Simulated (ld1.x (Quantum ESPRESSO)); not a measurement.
## What the settings do to the TM potential of molybdenum (Mo)

Base potential:

molybdenum, norm-conserving Troullier–Martins (Kleinman–Bylander form), made with ld1.x (Quantum ESPRESSO) 7.5 (PBE, scalar-relativistic). Core [Ar] 3d10, reference 4s2 4p6 4d5 5s0 5p0 (charge +1). Waves: 4s (bound): rc 1.45 bohr; 4d (bound): rc 1.50 bohr; 4f channel at 0.25 Ry: rc 2.00 bohr; 4p (bound): rc 2.10 bohr. Local part: the p channel. Core correction: Bessel-smoothed model core inside 1.45 bohr.

All-electron outer shells of the reference configuration (PBE, scalar-relativistic, ld1.x):

```json
{"shell": "3d", "level (eV)": "-227.66", "outermost node (bohr)": "–", "outermost maximum (bohr)": "0.32"}
{"shell": "4s", "level (eV)": "-71.11", "outermost node (bohr)": "0.51", "outermost maximum (bohr)": "0.99"}
{"shell": "4p", "level (eV)": "-45.29", "outermost node (bohr)": "0.52", "outermost maximum (bohr)": "1.08"}
{"shell": "4d", "level (eV)": "-10.41", "outermost node (bohr)": "0.53", "outermost maximum (bohr)": "1.38"}
{"shell": "5s", "level (eV)": "-9.83", "outermost node (bohr)": "1.34", "outermost maximum (bohr)": "2.79"}
{"shell": "5p", "level (eV)": "-5.91", "outermost node (bohr)": "1.53", "outermost maximum (bohr)": "3.53"}
```

Cutoffs, loose and tight: the cutoffs (Ry, on a coarse ladder) from which the occupation-weighted sum of valence levels, in a spherical-Bessel basis at the reference potential, stays within 10 and 1 mRy of its value at 400 Ry. They do not see the model core or the augmentation charge, which bear on the density cutoff. Test errors are all-electron minus pseudo excitation energies from the reference, over the configurations 4s2 4p6 4d5 5s1 5p0; 4s2 4p6 4d4 5s0 5p0; 4s2 4p6 4d3 5s0 5p0; 4s2 4p6 4d5 5s0.5 5p0; 4s2 4p6 4d2 5s0 5p0; 4s2 4p6 4d6 5s0 5p0; 4s2 4p6 4d5.5 5s0.5 5p0. A dash means not determined; rows that change the core or the reference have their own tests.

| change | outcome | cutoff, loose | cutoff, tight | bound ghosts | largest test error (meV) |
| --- | --- | --- | --- | --- | --- |
| base | generated | 70 Ry | 110 Ry | none | +228 |
| wave 4d (bound): rc 1.50 bohr becomes 4d (bound): rc 1.28 bohr | generated | 70 Ry | 120 Ry | none | +228 |
| wave 4d (bound): rc 1.50 bohr becomes 4d (bound): rc 1.44 bohr | generated | 70 Ry | 120 Ry | none | +228 |
| wave 4d (bound): rc 1.50 bohr becomes 4d (bound): rc 1.58 bohr | generated | 70 Ry | 110 Ry | none | +228 |
| wave 4d (bound): rc 1.50 bohr becomes 4d (bound): rc 1.74 bohr | generated | 70 Ry | 110 Ry | none | +228 |
| wave 4d (bound): rc 1.50 bohr becomes 4d (bound): rc 1.96 bohr | generated | 70 Ry | 110 Ry | none | +228 |
| wave 4d (bound): rc 1.50 bohr becomes 4d (bound): rc 2.06 bohr | generated | 70 Ry | 110 Ry | none | +228 |
| wave 4d (bound): rc 1.50 bohr becomes 4d (bound): rc 2.24 bohr | generated | 70 Ry | 110 Ry | none | +229 |

Task: What comes out with this change to the base: wave 4d (bound): rc 1.50 bohr becomes 4d (bound): rc 1.12 bohr?

Result: outcome: generated; cutoff, loose: 110 Ry; cutoff, tight: 160 Ry; bound ghosts: none; largest test error (meV): +228.

Task: What comes out with this change to the base: wave 4d (bound): rc 1.50 bohr becomes 4d (bound): rc 1.00 bohr?

Result: outcome: generated; cutoff, loose: 160 Ry; cutoff, tight: 180 Ry; bound ghosts: none; largest test error (meV): +228.

Reading the sweep of the d radius (base included, trends over the rows without a ghost): The loose cutoff falls from 160 Ry at 1 to 70 Ry at 2.24 bohr. A larger radius leaves more room for a smooth pseudo-wave, so fewer plane waves are needed; a smaller one forces it to follow the all-electron wave where it bends sharply. The median size of the test errors (rows with all tests solved) stays near 106.3 meV.
